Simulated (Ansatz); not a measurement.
C₂H₈ClGeNO₂, singlet, at a GFN2-xTB geometry, with bond 12-3 at 1.4 times its length; SC-NEVPT2/STO-3G, CASSCF(6,5) run with Ansatz (an electronic-structure program).

Here is a job for Ansatz.
Ansatz 0.2 input:
```yaml
crystal:
  periodic: [false, false, false]
  atoms:
    - {symbol: C, position_ang: [-1.50932568, 1.76006510, 0.96782656]}
    - {symbol: N, position_ang: [-1.15550630, 0.35570682, 0.91139897]}
    - {symbol: C, position_ang: [-2.31983960, -0.48101886, 0.68834508]}
    - {symbol: Ge, position_ang: [0.41245927, -0.14923368, 0.07345698]}
    - {symbol: O, position_ang: [1.74758739, 0.79191281, 0.68954980]}
    - {symbol: O, position_ang: [0.76510064, -1.78318948, 0.51398783]}
    - {symbol: Cl, position_ang: [0.42337170, -0.08792989, -2.04718055]}
    - {symbol: H, position_ang: [-2.21942785, 1.90753130, 1.78436207]}
    - {symbol: H, position_ang: [-0.61825146, 2.35003426, 1.17411866]}
    - {symbol: H, position_ang: [-1.96991427, 2.11933568, 0.03924502]}
    - {symbol: H, position_ang: [-2.85518332, -0.21730269, -0.23125891]}
    - {symbol: H, position_ang: [-3.27536635, -0.32145081, 1.87124359]}
    - {symbol: H, position_ang: [-2.00546637, -1.52129755, 0.62645635]}
    - {symbol: H, position_ang: [1.93356614, 1.63361460, 0.27989798]}
    - {symbol: H, position_ang: [1.30305199, -1.86859974, 1.30022831]}
basis:
  gaussian:
    orbitals: STO-3G
magnetization: {spin_polarized: false}
correlation: {method: sc_nevpt2, electrons: all, active_space: {window: {electrons: 6, orbitals: 5}}}
```

What the program printed (banner, timings and long lists left out):

```
Functional definition: HF
758 factors; integrals over basis functions are off by at most 3.7e-5 eV
mean field evaluation 1: about -75841.1773 eV, gradient 3.0e1 eV
mean field evaluation 2: about -75841.4279 eV, gradient 3.0e1 eV
mean field evaluation 4: about -75844.9699 eV, gradient 1.8e0 eV
mean field evaluation 8: about -75844.9867 eV, gradient 1.2e-4 eV
mean field -75844.98666359 eV, -2787.2518503086 hartree, gradient 3.2e-6 eV, S^2 0.000000; 0 other end points of the search recorded, 0 dependent functions left out
reference -75844.98666359 eV, -2787.2518503086 hartree; 46, 46 occupied and 14, 14 virtual orbitals, 758 factors
state -75846.47580280 eV, -2787.3065751650 hartree
state -75846.47580280 eV, -2787.3065751650 hartree; corrected -75852.87023916 eV, -2787.5415663671 hartree
state -75846.43738065 eV, -2787.3051631770 hartree
state -75846.43738065 eV, -2787.3051631770 hartree; corrected -75852.87454295 eV, -2787.5417245283 hartree
state -75846.43738065 eV, -2787.3051631770 hartree; corrected -75852.87454295 eV, -2787.5417245283 hartree
WARN: the results are in doubt because another end's mean lies 0.038 eV lower, and its corrected mean 0.004 eV higher
Total energy: -75852.87454295 eV, -2787.5417245283 hartree
In doubt: another end's mean lies 0.038 eV lower, and its corrected mean 0.004 eV higher
```
